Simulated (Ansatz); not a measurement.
Ansatz (an electronic-structure program) input file for 1-methyl-2,3-dihydroborole (C5H9B), SMILES CB1C=CCC1, PBE-D3(BJ)/def2-SVP. 

Ansatz 0.2 input:
```yaml
crystal:
  periodic: [false, false, false]
  atoms:
    - {symbol: C, position_ang: [2.35507169, 0.18004867, 0.10224470]}
    - {symbol: B, position_ang: [0.79173471, 0.08419801, -0.00239714]}
    - {symbol: C, position_ang: [-0.20931846, 1.22068677, -0.34064416]}
    - {symbol: C, position_ang: [-1.46738895, 0.72305516, -0.26284782]}
    - {symbol: C, position_ang: [-1.55617658, -0.73093366, 0.11417198]}
    - {symbol: C, position_ang: [-0.09385571, -1.20520133, 0.27538738]}
    - {symbol: H, position_ang: [2.59259617, 0.54560984, 1.12152303]}
    - {symbol: H, position_ang: [2.79544355, 0.91429709, -0.59218083]}
    - {symbol: H, position_ang: [2.87506959, -0.78437553, -0.01274869]}
    - {symbol: H, position_ang: [-0.01759248, 2.26541360, -0.60455364]}
    - {symbol: H, position_ang: [-2.38006170, 1.30380341, -0.45122776]}
    - {symbol: H, position_ang: [-2.11353006, -1.29665628, -0.65529454]}
    - {symbol: H, position_ang: [-2.14878220, -0.84930835, 1.04048937]}
    - {symbol: H, position_ang: [0.16251407, -2.01059386, -0.43724880]}
    - {symbol: H, position_ang: [0.10567758, -1.63511364, 1.27335526]}
basis:
  gaussian:
    orbitals: def2-SVP
hamiltonian:
  xc: pbe
  dispersion: d3bj
relax: {f_tol: 0.002, max_steps: 200}
```

Program output:

```
WARN ansatz: RAYON_NUM_THREADS=1 ignored (pool sized by the plan → 1); use --threads N
Functional definition: PBE
integrals: 0.07 GiB planned
1466 factors; their error is unknown
mean field: 0.42 GiB planned
mean field evaluation 1: about -5979.1681 eV, gradient 7.8e1 eV
mean field evaluation 2: about -5958.7348 eV, gradient 1.1e2 eV
mean field evaluation 4: about -5994.9477 eV, gradient 1.1e1 eV
mean field evaluation 8: about -5995.2534 eV, gradient 2.1e-1 eV
mean field evaluation 16: about -5995.1856 eV, gradient 5.0e-4 eV
mean field -5995.18559448 eV, -220.3190069144 hartree, gradient 5.9e-5 eV, S^2 0.000000; 0 other end points of the search recorded, 0 dependent functions left out
the calculation of the forces begins
reference -5995.18563054 eV, -220.3190082397 hartree; 22, 22 occupied and 107, 107 virtual orbitals, 1466 factors
relax step   1: F+E_penalty+E_count = -5995.51313948 eV  Δ(F+E_penalty+E_count) = +0.000e0 eV  max|allowed force component| = 3.517e-1 eV/Å  Δτ_max = 0.0000 Å  (29 SCF iters, accepted)
these checks for a lower state are left out or cut short: starts, cluster_reference, orbital_swaps, neighbouring_geometries, increment
integrals: 0.07 GiB planned
1466 factors; their error is unknown
mean field: 0.42 GiB planned
mean field -5995.19712070 eV, -220.3194304952 hartree, gradient 8.5e-6 eV, S^2 0.000000; 0 other end points of the search recorded, 0 dependent functions left out
the calculation of the forces begins
reference -5995.19715682 eV, -220.3194318226 hartree; 22, 22 occupied and 107, 107 virtual orbitals, 1466 factors
relax step   2: F+E_penalty+E_count = -5995.52386750 eV  Δ(F+E_penalty+E_count) = -1.073e-2 eV  max|allowed force component| = 1.215e-1 eV/Å  Δτ_max = 0.0115 Å  (32 SCF iters, accepted)
these checks for a lower state are left out or cut short: starts, cluster_reference, orbital_swaps, neighbouring_geometries, increment
integrals: 0.07 GiB planned
1466 factors; their error is unknown
mean field: 0.42 GiB planned
mean field evaluation 32: about -5995.1984 eV, gradient 8.5e-6 eV
mean field -5995.19844939 eV, -220.3194793235 hartree, gradient 8.5e-6 eV, S^2 0.000000; 0 other end points of the search recorded, 0 dependent functions left out
the calculation of the forces begins
reference -5995.19848552 eV, -220.3194806515 hartree; 22, 22 occupied and 107, 107 virtual orbitals, 1466 factors
relax step   3: F+E_penalty+E_count = -5995.52489040 eV  Δ(F+E_penalty+E_count) = -1.023e-3 eV  max|allowed force component| = 1.157e-2 eV/Å  Δτ_max = 0.0050 Å  (33 SCF iters, accepted)
these checks for a lower state are left out or cut short: starts, cluster_reference, orbital_swaps, neighbouring_geometries, increment
integrals: 0.07 GiB planned
1466 factors; their error is unknown
mean field: 0.42 GiB planned
mean field -5995.19847598 eV, -220.3194803008 hartree, gradient 1.2e-5 eV, S^2 0.000000; 0 other end points of the search recorded, 0 dependent functions left out
the calculation of the forces begins
reference -5995.19851212 eV, -220.3194816288 hartree; 22, 22 occupied and 107, 107 virtual orbitals, 1466 factors
relax step   4: F+E_penalty+E_count = -5995.52489802 eV  Δ(F+E_penalty+E_count) = -7.614e-6 eV  max|allowed force component| = 1.388e-2 eV/Å  Δτ_max = 0.0028 Å  (23 SCF iters, accepted)
these checks for a lower state are left out or cut short: starts, cluster_reference, orbital_swaps, neighbouring_geometries, increment
integrals: 0.07 GiB planned
1466 factors; their error is unknown
mean field: 0.42 GiB planned
mean field -5995.19848377 eV, -220.3194805872 hartree, gradient 2.0e-5 eV, S^2 0.000000; 0 other end points of the search recorded, 0 dependent functions left out
the calculation of the forces begins
reference -5995.19851991 eV, -220.3194819152 hartree; 22, 22 occupied and 107, 107 virtual orbitals, 1466 factors
relax step   5: F+E_penalty+E_count = -5995.52491486 eV  Δ(F+E_penalty+E_count) = -1.684e-5 eV  max|allowed force component| = 2.605e-3 eV/Å  Δτ_max = 0.0019 Å  (22 SCF iters, accepted)
these checks for a lower state are left out or cut short: starts, cluster_reference, orbital_swaps, neighbouring_geometries, increment
integrals: 0.07 GiB planned
1466 factors; their error is unknown
mean field: 0.42 GiB planned
mean field -5995.19848370 eV, -220.3194805846 hartree, gradient 1.3e-5 eV, S^2 0.000000; 0 other end points of the search recorded, 0 dependent functions left out
the calculation of the forces begins
reference -5995.19851984 eV, -220.3194819127 hartree; 22, 22 occupied and 107, 107 virtual orbitals, 1466 factors
relax step   6: F+E_penalty+E_count = -5995.52492146 eV  Δ(F+E_penalty+E_count) = -6.601e-6 eV  max|allowed force component| = 5.344e-3 eV/Å  Δτ_max = 0.0037 Å  (23 SCF iters, accepted)
these checks for a lower state are left out or cut short: starts, cluster_reference, orbital_swaps, neighbouring_geometries, increment
integrals: 0.07 GiB planned
1466 factors; their error is unknown
mean field: 0.42 GiB planned
mean field -5995.19849066 eV, -220.3194808403 hartree, gradient 1.5e-5 eV, S^2 0.000000; 0 other end points of the search recorded, 0 dependent functions left out
the calculation of the forces begins
reference -5995.19852681 eV, -220.3194821686 hartree; 22, 22 occupied and 107, 107 virtual orbitals, 1466 factors
relax step   7: F+E_penalty+E_count = -5995.52492836 eV  Δ(F+E_penalty+E_count) = -6.898e-6 eV  max|allowed force component| = 6.756e-3 eV/Å  Δτ_max = 0.0065 Å  (23 SCF iters, accepted)
these checks for a lower state are left out or cut short: starts, cluster_reference, orbital_swaps, neighbouring_geometries, increment
integrals: 0.07 GiB planned
1466 factors; their error is unknown
mean field: 0.42 GiB planned
mean field evaluation 64: about -5995.1985 eV, gradient 8.5e-6 eV
mean field -5995.19850234 eV, -220.3194812696 hartree, gradient 8.5e-6 eV, S^2 0.000000; 0 other end points of the search recorded, 0 dependent functions left out
the calculation of the forces begins
reference -5995.19853850 eV, -220.3194825982 hartree; 22, 22 occupied and 107, 107 virtual orbitals, 1466 factors
relax step   8: F+E_penalty+E_count = -5995.52493584 eV  Δ(F+E_penalty+E_count) = -7.479e-6 eV  max|allowed force component| = 4.407e-3 eV/Å  Δτ_max = 0.0097 Å  (32 SCF iters, accepted)
these checks for a lower state are left out or cut short: starts, cluster_reference, orbital_swaps, neighbouring_geometries, increment
integrals: 0.07 GiB planned
1466 factors; their error is unknown
mean field: 0.42 GiB planned
mean field -5995.19851239 eV, -220.3194816389 hartree, gradient 8.5e-6 eV, S^2 0.000000; 0 other end points of the search recorded, 0 dependent functions left out
the calculation of the forces begins
reference -5995.19854855 eV, -220.3194829678 hartree; 22, 22 occupied and 107, 107 virtual orbitals, 1466 factors
relax step   9: F+E_penalty+E_count = -5995.52494023 eV  Δ(F+E_penalty+E_count) = -4.388e-6 eV  max|allowed force component| = 3.756e-3 eV/Å  Δτ_max = 0.0078 Å  (33 SCF iters, accepted)
these checks for a lower state are left out or cut short: starts, cluster_reference, orbital_swaps, neighbouring_geometries, increment
integrals: 0.07 GiB planned
1466 factors; their error is unknown
mean field: 0.42 GiB planned
mean field -5995.19851652 eV, -220.3194817908 hartree, gradient 1.2e-5 eV, S^2 0.000000; 0 other end points of the search recorded, 0 dependent functions left out
the calculation of the forces begins
reference -5995.19855269 eV, -220.3194831199 hartree; 22, 22 occupied and 107, 107 virtual orbitals, 1466 factors
relax step  10: F+E_penalty+E_count = -5995.52494108 eV  Δ(F+E_penalty+E_count) = -8.561e-7 eV  max|allowed force component| = 3.702e-3 eV/Å  Δτ_max = 0.0038 Å  (24 SCF iters, accepted)
these checks for a lower state are left out or cut short: starts, cluster_reference, orbital_swaps, neighbouring_geometries, increment
integrals: 0.07 GiB planned
1466 factors; their error is unknown
mean field: 0.42 GiB planned
mean field -5995.19851630 eV, -220.3194817823 hartree, gradient 1.0e-5 eV, S^2 0.000000; 0 other end points of the search recorded, 0 dependent functions left out
the calculation of the forces begins
reference -5995.19855246 eV, -220.3194831115 hartree; 22, 22 occupied and 107, 107 virtual orbitals, 1466 factors
relax step  11: F+E_penalty+E_count = -5995.52494062 eV  Δ(F+E_penalty+E_count) = +4.672e-7 eV  max|allowed force component| = 3.892e-3 eV/Å  Δτ_max = 0.0011 Å  (23 SCF iters, rejected (line search))
these checks for a lower state are left out or cut short: starts, cluster_reference, orbital_swaps, neighbouring_geometries, increment
integrals: 0.07 GiB planned
1466 factors; their error is unknown
mean field: 0.42 GiB planned
mean field -5995.19851750 eV, -220.3194818268 hartree, gradient 6.9e-5 eV, S^2 0.000000; 0 other end points of the search recorded, 0 dependent functions left out
the calculation of the forces begins
reference -5995.19855367 eV, -220.3194831559 hartree; 22, 22 occupied and 107, 107 virtual orbitals, 1466 factors
relax step  12: F+E_penalty+E_count = -5995.52494223 eV  Δ(F+E_penalty+E_count) = -1.142e-6 eV  max|allowed force component| = 6.287e-4 eV/Å  Δτ_max = 0.0005 Å  (19 SCF iters, accepted)
integrals: 0.07 GiB planned
1466 factors; their error is unknown
mean field: 0.42 GiB planned
mean field evaluation 96: about -5995.2656 eV, gradient 2.1e-1 eV
mean field -5995.19851750 eV, -220.3194818268 hartree, gradient 6.9e-5 eV, S^2 0.000000; 1 other end points of the search recorded, 0 dependent functions left out
the calculation of the forces begins
reference -5995.19855367 eV, -220.3194831559 hartree; 22, 22 occupied and 107, 107 virtual orbitals, 1466 factors
Total energy: -5995.52497839 eV, -220.3314790432 hartree
Atom 0 at     2.361241     0.177485     0.102338 Å, force     0.000046     0.000058     0.000007 eV/Å
Atom 1 at     0.794863     0.083504    -0.000682 Å, force    -0.000065     0.000154    -0.000060 eV/Å
Atom 2 at    -0.206625     1.225794    -0.335394 Å, force     0.000117    -0.000003    -0.000082 eV/Å
Atom 3 at    -1.473200     0.723497    -0.259027 Å, force    -0.000133    -0.000117     0.000430 eV/Å
Atom 4 at    -1.558242    -0.731507     0.111984 Å, force     0.000333    -0.000137    -0.000015 eV/Å
Atom 5 at    -0.096763    -1.206579     0.271209 Å, force    -0.000629    -0.000074    -0.000219 eV/Å
Atom 6 at     2.600116     0.583119     1.113819 Å, force     0.000025     0.000017    -0.000019 eV/Å
Atom 7 at     2.806225     0.895509    -0.617184 Å, force     0.000072     0.000031     0.000030 eV/Å
Atom 8 at     2.887944    -0.794649     0.021921 Å, force    -0.000032    -0.000090    -0.000011 eV/Å
Atom 9 at    -0.016314     2.279636    -0.597338 Å, force     0.000056    -0.000015    -0.000029 eV/Å
Atom 10 at    -2.394180     1.307677    -0.446373 Å, force     0.000005    -0.000018     0.000128 eV/Å
Atom 11 at    -2.124646    -1.298379    -0.661910 Å, force     0.000243    -0.000278     0.000056 eV/Å
Atom 12 at    -2.158811    -0.855886     1.042263 Å, force    -0.000064     0.000334    -0.000190 eV/Å
Atom 13 at     0.163525    -2.014752    -0.448737 Å, force     0.000134     0.000009     0.000089 eV/Å
Atom 14 at     0.106269    -1.649538     1.271140 Å, force    -0.000109     0.000127    -0.000115 eV/Å
Dipole moment:    -0.135413    -0.051179     0.031423 e Å
```

The calculation finished and met its thresholds.
